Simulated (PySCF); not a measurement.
Compound: HgH₂ (singlet state).
SMILES: `[H][Hg][H]`

A linear-response calculation (PySCF, def2-SVPD basis, gas phase, vertical, core orbitals frozen in the response) gave these numbers; the functional is withheld.

Orbital energies (eV): HOMO-3 -14.43, HOMO-2 -14.43, HOMO-1 -11.38, HOMO -9.32, LUMO 0.27, LUMO+1 0.27, LUMO+2 2.04.

```tsv
state	E (eV)	f	main configurations (H = HOMO, L = LUMO)
S1	6.11	0.0000	H→L/L+1 (100%)
S2	6.11	0.0000	H→L/L+1 (100%)
S3	8.51	0.344	H-1→L/L+1 (≥93%)
S4	8.51	0.344	H-1→L/L+1 (≥93%)
S5	9.09	1.134	H→L+2 (74%), H→L+3 (20%)
S6	9.64	0.0078	H→L+3 (75%), H→L+2 (15%)
```

Triplets, Tamm–Dancoff:

```
state  E (eV)  λ (nm)  main configurations (H = HOMO, L = LUMO)
   T1    5.72   216.8                             H→L/L+1 (99%)
   T2    5.72   216.8                             H→L/L+1 (99%)
   T3    6.38   194.4                               H→L+2 (97%)
```

Vertical ionisation energy by ΔSCF with the same functional: 10.65 eV. Mean static polarisability: 34.2 au.

Orbitals of the list HOMO-3 to LUMO+2 that lie within 0.01 eV of each other are written together with a slash and their weights summed (≥ marks a lower bound); for degenerate orbitals outside that list single weights are arbitrary.

**Question.** Name the functional.
A. CAM-B3LYP
B. HF
C. PBE
D. B3LYP

**Answer.** A. CAM-B3LYP is range-separated, 19% exact exchange at short range and 65% at long range (ω = 0.33 bohr⁻¹). In this run −ε(HOMO) = 9.32 eV differs from the ΔSCF value by -1.33 eV, and S1 differs from the orbital gap of 9.59 eV by -3.48 eV. The ratio −ε(HOMO)/IP is 0.87. Small neutral molecules mostly give 0.85 to 0.93 with CAM-B3LYP, 0.5 to 0.7 with PBE, 0.67 to 0.83 with B3LYP; Hartree–Fock can't fall below 1, since the ion's relaxation only lowers the ΔSCF value. The other options: PBE, a GGA without exact exchange; HF, time-dependent Hartree–Fock, 100% exact exchange; B3LYP, a global hybrid with 20% exact exchange.

The calculation used TDDFT CAM-B3LYP/def2-SVPD, vertical, gas phase, core orbitals frozen in the response, def2 core potentials past Kr (PySCF 2.14.0, density-fitted response routines). Geometry: PBE0-D3(BJ)/def2-SVP; no solvent, vibrations or thermal averaging. Spin–orbit coupling is left out.
